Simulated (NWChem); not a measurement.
**Atomisation of H$_{6}$GaN$_{3}$**

SMILES: [NH2][Ga]([NH2])[NH2]
```xyz
10

Ga     0.0019    -0.0029    -0.0031
N     -1.3625    -1.2063     0.0893
H     -1.2147    -2.1467     0.4344
H     -2.1190    -1.1920    -0.5834
N     -0.1759     1.4969    -1.0249
H      0.4239     2.2985    -0.8715
H     -1.0897     1.8002    -1.3393
N      1.5146    -0.2594     0.9789
H      2.3524     0.2801     0.7990
H      1.7542    -1.1694     1.3523
```
Charge 0, spin multiplicity 1.

All runs are NWChem calculations. Structure: optimised with PBE0/def2-SVP, a minimum by its harmonic frequencies. It is one conformer; others weren't searched.

Basis set: def2-TZVP. The atomisation energy is electronic alone: no zero-point, thermal, spin-orbit or counterpoise terms. No value is extrapolated to the basis-set limit. Free atoms are single determinants with multiplicities Ga 2, N 4, H 2. Correlated methods freeze the same cores in atoms and molecule, 12 orbitals in all.

The Hamiltonian is non-relativistic. B3LYP has NWChem's definition, with VWN1-RPA local correlation. The structure started from a generated list of species. The stability of the SCF solutions was not checked. Open-shell Hartree-Fock references start from PBE0 orbitals.

One of these methods gave an atomisation energy of 783.9 kcal/mol. Which?
A) PBE
B) MP2
C) B3LYP
D) LDA (SVWN5)

A, PBE. The others give 768.3 (B3LYP), 894.3 (LDA (SVWN5)), 749.9 (MP2).
